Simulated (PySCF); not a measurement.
Ta⁺: excitation energy

Ta⁺ [Xe] 4f14 5d3 6s1 (5F) → Ta⁺ [Xe] 4f14 5d4 (5D), as a difference of total energies. All numbers are calculated (PySCF 2.14, scalar relativity by spin-free X2C-1e, in x2c-QZVPPall (16s10p9d5f2g, 144 functions)). The calculations carry no spin-orbit coupling.

| method | excitation energy (cm⁻¹) |
| --- | --- |
| UHF | 12741 |
| B3LYP | 12736 |
| revPBE | 12642 |
